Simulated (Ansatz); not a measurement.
A calculation with Ansatz (development build ahead of 0.2.0).

```yaml
crystal:
  periodic: [false, false, false]
  atoms:
    - { symbol: Li, position_ang: [1.03258, 0.99705, -1.15933] }
    - { symbol: F, position_ang: [1.88597, -1.00331, 0.55709] }
    - { symbol: F, position_ang: [-0.15074, -0.27443, -1.5219] }
    - { symbol: Li, position_ang: [-0.57576, -1.67632, -0.5209] }
    - { symbol: F, position_ang: [0.22857, 1.48853, 0.3441] }
    - { symbol: Li, position_ang: [-0.11011, 0.48716, 1.76913] }
    - { symbol: Li, position_ang: [-1.22174, 0.64522, -0.36862] }
    - { symbol: F, position_ang: [-1.08202, -0.68989, 0.86435] }
basis:
  gaussian: { orbitals: def2-SVP }
total_charge: 1
magnetization:
  spin_polarized: true
  initial_magnetization: 1
hamiltonian:
  xc: hf
correlation:
  method: mp2
  frozen_orbitals: { F: 1, Li: 0 }
output:
  forces: true
```

The input is written out in the form of the current development build from the run's settings.

Output:

```yaml
Converged: yes
Reference_energy: -427.39794 hartree
Correlation_energy: -0.75847 hartree
Total_energy: -428.15641 hartree
Spin_squared_of_the_determinant: 0.753
Stability_test: minimum
```

Forces (eV/Å):
```tsv
atom	Fx	Fy	Fz
Li1	0.115	0.032	-0.054
F2	-0.037	0.020	-0.011
F3	0.020	-0.068	-0.238
Li4	0.018	-0.129	-0.015
F5	0.083	0.224	0.071
Li6	0.046	0.001	0.122
Li7	-0.111	0.059	-0.034
F8	-0.134	-0.138	0.158
```

Caution: MP2 on this radical cation hangs on the determinant chosen; the charge can sit on one fragment and break the point group.
